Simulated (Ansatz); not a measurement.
C2H7AlS2 (`C[CH2][Al]([SH])[SH]`), charge 0, multiplicity 1.

Problem. Give a relaxed structure at PBE0-D4/def2-TZVP (Ansatz 0.2.0). (Estimate.)

Solution. The calculation gave: 
Z-matrix (Å, degrees):
```
C
C 1 1.527
H 1 1.093 2 111.7
H 1 1.094 2 111.9 3 120.0
H 1 1.093 2 111.7 3 -120.0
Al 2 1.954 1 115.9 3 60.0
H 2 1.097 1 110.4 3 -177.8
H 2 1.097 1 110.4 3 -62.2
S 6 2.185 2 122.8 1 -0.2
S 6 2.186 2 122.7 1 179.8
H 9 1.345 6 92.5 2 0.0
H 10 1.345 6 92.6 2 -0.0
```
Point group Cs.
This is one stationary point; other conformers may exist.
